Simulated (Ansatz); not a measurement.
Basis-set extrapolation for `BN=CSC` (PBE0-D4/def2-TZVP geometry, frozen core, Ansatz). Multiplicity 1, RHF reference.

```tsv
	def2-TZVPP	def2-QZVPP
HF	-555.964111	-555.982799
MP2 correlation	-0.814893	-0.872236
CCSD(T) correlation	-0.900283	not run
```

Energies in hartree. Use E(X) = E(∞) + A·exp(−7.88·√X) for Hartree–Fock and E(X) = E(∞) + B·X^(−2.97) for correlation, with X = 3 and 4, and add CCSD(T) minus MP2 of the smaller set to the MP2 limit.

**Question.** What is the CCSD(T) energy at the basis-set limit?

**Answer.** HF limit: -555.982799 + (-0.018688) × 0.13774 = -555.98537. MP2 limit: -0.872236 + (-0.057343) × 0.74074 = -0.91471. Higher-order term: -0.900283 − (-0.814893) = -0.08539. Total: -556.98547 hartree, 76.0 kcal/mol below CCSD(T)/def2-TZVPP.
